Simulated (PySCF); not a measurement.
## Telling isomers of C$_{8}$H$_{6}$N$_{2}$ apart by NMR

Non-relativistic Hamiltonian, isolated molecule, a single conformation, fast rotation and ring inversion assumed for equivalent nuclei. σ from GIAO-PBE0/pcSseg-1; structure optimised with GFN2-xTB; PySCF 2.14.

Referencing at the same level of theory: ¹H (σ = 31.72 ppm) and ¹³C (σ = 186.93 ppm) vs TMS. Where no couplings were computed, multiplicities follow the n + 1 count of equivalent neighbours, and m marks all less simple cases (inequivalent or close neighbours, rings, F or P nearby). Shifts are as computed. Against solution values, carbons near 30 ppm lie about +3 ppm off and those near 130 ppm about +5 ppm. Of 1211 compounds with measured shifts, 218 miss one by over three times the rms of a fit or turn the order of signals round; such compounds aren't used in these exercises.

(1) Tabulate the signals of `c1ccc2cnncc2c1`, `C=N/C=C1/C(=C)C=C1C#N` and their relative energies.

(2) What is the quickest way to tell c1ccc2cnncc2c1 from C=N/C=C1/C(=C)C=C1C#N?

Answers

(1) 
| SMILES | carbon types | δC | δH | E rel. (kcal/mol) |
| --- | --- | --- | --- | --- |
| c1ccc2cnncc2c1 | 2×C 6×CH | 154.4, 136.9, 132.0, 129.8 | 9.91 (s, 2H), 8.22 (m, 2H), 8.21 (m, 2H) | 0.0 |
| C=N/C=C1/C(=C)C=C1C#N | 4×C 2×CH 2×CH2 | 164.1, 157.7, 152.4, 150.1, 135.4, 131.6, 117.4, 110.0 | 7.72 (d, 1H), 7.52 (s, 1H), 7.41 (d, 1H), 6.76 (s, 1H), 5.43 (m, 1H), 5.40 (m, 1H) | 70.0 |

Energies are electronic energies at PBE0/pcSseg-1 on these geometries, without zero-point or thermal terms, each for the one conformer computed, which needn't be the lowest.

(2) Count the carbon signals: 4 against 8. The first has an aromatic CH next to a ring nitrogen at 154.4 ppm, the second a C=N carbon (CH2) at 157.7 ppm. Their most deshielded carbons lie at 154.4 and 164.1 ppm. In the proton spectra the most deshielded non-exchanging signals are 9.91 (s, 2H) and 7.72 (d, 1H).
